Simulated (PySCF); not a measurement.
Peak assignment

Geometry:
| atom | x (Å) | y (Å) | z (Å) |
| --- | --- | --- | --- |
| C1 | 0.143 | -1.706 | 0.918 |
| Si2 | -0.482 | -0.224 | -0.059 |
| C3 | -1.921 | 0.573 | 0.854 |
| C4 | -1.020 | -0.780 | -1.772 |
| C5 | 0.893 | 1.066 | -0.236 |
| Si6 | 2.574 | 0.770 | 0.535 |
| P7 | 0.696 | 2.514 | -1.062 |
| H8 | 1.012 | -2.178 | 0.434 |
| H9 | -0.649 | -2.468 | 0.998 |
| H10 | 0.436 | -1.423 | 1.942 |
| H11 | -2.755 | -0.139 | 0.968 |
| H12 | -1.613 | 0.903 | 1.858 |
| H13 | -2.297 | 1.453 | 0.310 |
| H14 | -0.181 | -1.234 | -2.322 |
| H15 | -1.825 | -1.529 | -1.699 |
| H16 | -1.398 | 0.066 | -2.366 |
| H17 | 3.182 | -0.487 | -0.006 |
| H18 | 2.442 | 0.600 | 2.017 |
| H19 | 3.492 | 1.916 | 0.255 |
| H20 | -0.679 | 2.372 | -1.492 |

Computed data (PySCF): PBE0/pcSseg-1 with gauge-including orbitals, coordinates at the PBE0-D3(BJ)/def2-SVP level. Fast rotation and ring inversion assumed for equivalent nuclei, no relativistic terms, single conformer, no solvent model.

Chemical shifts δ = σref − σ; ¹³C (σref 184.41), ¹H (σref 31.27) against TMS, all at this level.

Problem. Assign these signals to the numbered atoms. ¹³C{¹H} NMR (computed): δ 239.7, 0.5.

Solution. 
| δ (ppm) | atoms | environment | reason |
| --- | --- | --- | --- |
| 239.7 | C5 | carbon bonded to P, 2 Si | – |
| 0.5 | C1/C3/C4 | carbon bonded to Si, 3 H | – |

Problem. Assign these signals to the numbered atoms. ¹H NMR (600 MHz, computed): δ 8.65 (m, 1H), 4.56 (m, 3H), 0.24 (s, 9H).

Solution. 
| δ (ppm) | atoms | environment | reason |
| --- | --- | --- | --- |
| 8.65 | H20 | hydrogen on a phosphorus bonded to C | – |
| 4.56 | H17/H18/H19 | hydrogen on a silicon bonded to C | – |
| 0.24 | H8/H9/H10/H11/H12/H13/H14/H15/H16 | hydrogen on a carbon bonded to Si | – |

Splittings by ³¹P in the carbon and heteronuclear signals aren't shown, as no couplings were computed. Shifts are as computed. Against solution values, carbons near 30 ppm lie about +2 ppm off and those near 130 ppm about +5 ppm. Of 1211 compounds with measured shifts, 218 miss one by over three times the rms of a fit or turn the order of signals round; such compounds aren't used in these exercises. Multiplicities follow the n + 1 count of equivalent neighbours, as no J values were calculated; m marks all less simple cases, F and P coupling included.
